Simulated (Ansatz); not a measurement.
```yaml
crystal:
  periodic: [false, false, false]
  atoms:
    - {symbol: S, position_ang: [-1.510528, 1.257586, -0.663513]}
    - {symbol: C, position_ang: [0.222117, 0.836488, -0.362939]}
    - {symbol: Ge, position_ang: [0.429515, -0.842182, 0.631961]}
    - {symbol: H, position_ang: [-1.879763, 0.090135, -1.215406]}
    - {symbol: H, position_ang: [0.619119, 1.654284, 0.241488]}
    - {symbol: H, position_ang: [0.785349, 0.814574, -1.296818]}
    - {symbol: H, position_ang: [1.920437, -1.199963, 0.785114]}
    - {symbol: H, position_ang: [-0.280106, -1.959502, -0.153173]}
    - {symbol: H, position_ang: [-0.217840, -0.697621, 2.016087]}
basis:
  gaussian: {orbitals: ANO-RCC-VTZP}
hamiltonian: {xc: {name: B2PLYP}}
```

```sh
$ ansatz run in.yaml --threads 2 --pin off --events-out ev --progress --plain --max-ram 4352MiB
```

Output, abridged:

```
Functional definition: B2PLYP
1143 factors; integrals over basis functions are off by at most 9.0e-4 eV
mean field evaluation 1: about -69089.7324 eV, gradient 3.2e1 eV
mean field evaluation 2: about -69089.8444 eV, gradient 3.2e1 eV
mean field evaluation 4: about -69092.0452 eV, gradient 3.2e0 eV
mean field evaluation 8: about -69092.0670 eV, gradient 3.2e-1 eV
mean field evaluation 16: about -69092.0672 eV, gradient 5.9e-5 eV
mean field -69092.06715276 eV, -2539.0866355788 hartree, gradient 4.9e-6 eV, S^2 0.000000; 0 other end points of the search recorded, 0 dependent functions left out
15 core orbitals not correlated: weight in the atoms' cores, before any rotation towards them, 1.000 or more for the frozen orbitals, at most 0.000 for the correlated occupied ones
reference -69092.06735868 eV, -2539.0866431463 hartree; 15, 15 occupied and 161, 161 virtual orbitals, 1143 factors
second order -28.55284516 eV of doubles, -0.00000000 eV of singles
Total energy: -69099.77662688 eV, -2539.3699535269 hartree
Relativity: scalar
```

Run time 17 s (2 threads of an Arm Neoverse V1 on a shared host); peak host memory 0.48 GiB.
